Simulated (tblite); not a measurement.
C2H9NOSi.
SMILES with atom numbers: `[CH3:1][O:2][CH2:3][SiH2:4][NH2:5]` (hydrogens: H6, H7, H8 on C1; H9, H10 on C3; H11, H12 on Si4; H13, H14 on N5)

Computed with GFN2-xTB (tblite), gas phase: nudged elastic band of 9 images (0 to 8), spring 0.2 eV/Å², climbing image at the end, force threshold 0.05 eV/Å. No saddle search or frequency run followed, so the top image need not be a first-order saddle, and its height can exceed the method's true barrier by a kcal/mol or more.

Path: rotation about C3–O2 (sp3 carbon bound to oxygen, ether oxygen), followed by the dihedral Si4–C3–O2–C1, from -178° to -72°. Start geometry (image 0):
```
atom  x, y, z in Å
C1     -2.256    0.475    0.103
O2     -0.879    0.419    0.353
C3     -0.247   -0.706   -0.230
Si4     1.585   -0.617    0.276
N5      2.147    0.870   -0.378
H6     -2.631    1.380    0.580
H7     -2.464    0.517   -0.974
H8     -2.772   -0.399    0.522
H9     -0.719   -1.630    0.129
H10    -0.380   -0.686   -1.320
H11     1.657   -0.768    1.737
H12     2.348   -1.683   -0.380
H13     1.519    1.659   -0.341
H14     3.091    1.169   -0.194
```

The first guess turns that dihedral rigidly in even steps and adds one set of random displacements (0.04 Å standard deviation a coordinate) to every inner image. Energies of the images above image 0 (eV) in the early part of the optimisation:

| iteration | 1 | 2 | 3 | 4 | 5 | 6 | 7 | 8 |
| --- | --- | --- | --- | --- | --- | --- | --- | --- |
| 0 | 0.996 | 0.959 | 0.891 | 0.798 | 0.700 | 0.626 | 0.614 | 0.040 |
| 10 | 0.029 | 0.059 | 0.094 | 0.114 | 0.111 | 0.096 | 0.098 | 0.040 |
| 20 | 0.018 | 0.048 | 0.082 | 0.103 | 0.099 | 0.081 | 0.078 | 0.040 |
| 30 | 0.015 | 0.044 | 0.079 | 0.100 | 0.096 | 0.076 | 0.070 | 0.040 |
| 40 | 0.014 | 0.043 | 0.077 | 0.098 | 0.093 | 0.072 | 0.063 | 0.040 |

Problem. Where does the band end, and how far was the first guess from it?

Solution. Final energies, images 1 to 8: 0.013, 0.041, 0.074, 0.096, 0.090, 0.066, 0.053, 0.040 eV. The highest point drops from 1.00 eV (image 1) to 0.096 eV (image 4), by 0.90 eV. Image 4 moved by 0.06 Å rms, its dihedral from -119° to -124°. The end images are fixed. The true force on the top image ends at 0.017 eV/Å, and the largest on any image at 0.04 eV/Å; away from the top, the method drives only the force across the path to zero. The last saved iteration is 50.

What follows is the cost of the whole band run. On one thread, Intel Xeon Platinum 8259CL at 2.50 GHz (x86_64), no GPU, shared host, this took 3.7 s and 0.19 GiB of memory at its peak.
